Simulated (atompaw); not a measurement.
# How hard is this Sb (Z = 51) PAW (atompaw) potential?

- Element: antimony
- Generator: atompaw 4.2.0.5
- Type: PAW
- Functional: LDA (PW92)
- Relativity: scalar-relativistic
- Frozen core: [Kr] 4d10
- Valence charge: 5
- Reference configuration: 5s2 5p2.5 (charge +0.5)
- Partial waves: 5s (bound): rc 2.65 bohr; 5s channel at -0.7 Ry: rc 2.65 bohr; 5p (bound): rc 2.65 bohr; 5p channel at 1.35 Ry: rc 2.65 bohr
- Local potential: troulliermartins scheme with l = 2 at 0 Ry, radius 2.45 bohr
- Core correction: smooth core density matched at 1.60 bohr
- Augmentation charge: gaussian compensation charge, radius 2.45 bohr; PAW radius 2.65 bohr; waves and projectors: custom rrkj vanderbiltortho

The pseudo-atom Hamiltonian at the reference potential is diagonalised in spherical Bessel functions j_l(qr) that vanish at 20 bohr, with q² up to the cutoff. All-electron valence levels (Ry): 5s -1.2400, 5p -0.6226.

Q: How do the lowest levels (Ry) of each channel move with the cutoff, and are there ghosts?

A:

```csv
cutoff (Ry),s #1,p #1,d #1,f #1,Σ f·Δε (mRy)
8,-1.2399,-0.6217,-0.0747,0.0326,2.5
10,-1.2400,-0.6224,-0.0748,0.0326,0.6
12,-1.2400,-0.6225,-0.0751,0.0326,0.2
15,-1.2400,-0.6226,-0.0757,0.0326,0.1
400,-1.2400,-0.6226,-0.0774,0.0326,0.0
```

Result: no extra level below or beside the all-electron valence levels (s, p, d, f tested); 10 mRy is reached at 6 Ry and 1 mRy at 10 Ry.
